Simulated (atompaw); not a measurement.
What one change does to a pseudopotential (Be, PAW (atompaw))

* Element: beryllium (Be)
* Generator: atompaw 4.2.0.5
* Type: PAW
* Functional: LDA (PW92)
* Relativity: non-relativistic
* Frozen core: [He]
* Valence charge: 2
* Reference configuration: 2s2 2p0
* Partial waves: 2s (bound): rc 1.90 bohr; 2s channel at -0.05 Ry: rc 1.90 bohr; 2p (bound, empty): rc 3.00 bohr; 2p channel at 0.15 Ry: rc 3.00 bohr
* Local potential: bessel scheme, radius 2.05 bohr
* Core correction: smooth core density matched at 1.90 bohr
* Augmentation charge: besselshape compensation charge, radius 2.60 bohr; PAW radius 3.00 bohr; waves and projectors: custom polynom vanderbiltortho

Change: all radii scaled by about 0.74 (s 1.42, p 2.22 bohr); local potential bessel scheme, radius 1.52 bohr; augmentation besselshape compensation charge, radius 1.94 bohr; PAW radius 2.22 bohr; waves and projectors: custom polynom vanderbiltortho; core correction smooth core density matched at 1.42 bohr.

Cutoffs: the cutoffs (Ry, on a coarse ladder) from which the occupation-weighted sum of valence levels, in a spherical-Bessel basis at the reference potential, stays within 10 and 1 mRy of its value at 400 Ry; they do not see the model core or the augmentation charge, which bear on the density cutoff.

Q: What does the change do?

A: The potential gets harder (8 Ry and 12 Ry → 8 Ry and 18 Ry); a bound ghost appears in s, which as a rule spoils a file. A smaller radius makes the pseudo-wave follow the all-electron one further in, where it bends more sharply, so more plane waves are needed.

```
                            quantity            base         changed
                       cutoff, loose            8 Ry            8 Ry
                       cutoff, tight           12 Ry           18 Ry
                        bound ghosts            none               s
lowest overlap eigenvalue by channel  s 0.51, p 0.95  s 0.65, p 0.97
```

 A true bound ghost makes a file unfit for plane-wave use even where its test errors are small: the radial tests pick states by their node count and pass the ghost by. The cutoffs see the waves, projectors and local potential, not the compensation charge or the core.
